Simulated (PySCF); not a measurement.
**Electron correlation in N (nitrogen, neutral)**

[He] 2s2 2p3, high-spin 4S determinant. Calculation: PySCF 2.14, in aug-cc-pVDZ (4s3p2d, 23 functions); the non-relativistic Hamiltonian (point nucleus). Frozen: 1s2; 5 electrons correlated.

MP2 pair energies summed by pair of shells (mhartree):

```json
{"pair": "2s-2p", "energy": "-47.95", "share (%)": "63.9"}
{"pair": "2p-2p", "energy": "-18.78", "share (%)": "25.0"}
{"pair": "2s-2s", "energy": "-8.27", "share (%)": "11.0"}
```

Total MP2 correlation energy: -74.99 mhartree.

Same-spin part -22.70 and opposite-spin part -52.29 mhartree; SCS-MP2 scales them by 1/3 and 6/5 to -70.31 mhartree.

```tsv
level	correlation energy (mhartree)
CCSD	-92.52
(T)	-1.27
CCSD(T)	-93.79
```

Diagnostics: T1 = 0.0078, D1 = 0.0124, largest double amplitude 0.029.

Cost of the coupled-cluster step: 0.27 s of wall time on 1 thread of Neoverse-N1 (shared host), for 5 correlated electrons.
